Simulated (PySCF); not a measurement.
Cl₃GeH, charge -1, multiplicity 2. Atoms are numbered in the order given.

```xyz
5

Ge     0.0000     0.0000    -0.1449
Cl    -2.0633     1.1912     0.1245
Cl     2.0633     1.1912     0.1245
Cl     0.0000    -2.3825     0.1245
H      0.0000     0.0000    -1.7137
```
Charge -1, spin multiplicity 2.

The structure is a stationary point at B3LYP-D3(BJ)/def2-SVPD. The spin state was assumed, not searched. The isomer is the one that the SMILES or the coordinates give; other isomers of the formula were not compared.

Level of theory: PBE/def2-SVPD (PySCF).

Mulliken values depend strongly on the basis, most of all with diffuse functions as here. ESP charges are fitted to the potential on shells at 1.4 to 2.0 van der Waals radii. Atomic charges (e):

```json
[
 {"atom": "Ge1", "ESP fit": "0.37", "Mulliken": "0.92", "meta-Löwdin": "0.46", "Mulliken spin": "0.47"},
 {"atom": "Cl2", "ESP fit": "-0.44", "Mulliken": "-0.64", "meta-Löwdin": "-0.46", "Mulliken spin": "0.14"},
 {"atom": "Cl3", "ESP fit": "-0.44", "Mulliken": "-0.64", "meta-Löwdin": "-0.46", "Mulliken spin": "0.14"},
 {"atom": "Cl4", "ESP fit": "-0.44", "Mulliken": "-0.64", "meta-Löwdin": "-0.46", "Mulliken spin": "0.14"},
 {"atom": "H5", "ESP fit": "-0.06", "Mulliken": "0.00", "meta-Löwdin": "-0.07", "Mulliken spin": "0.10"}
]
```
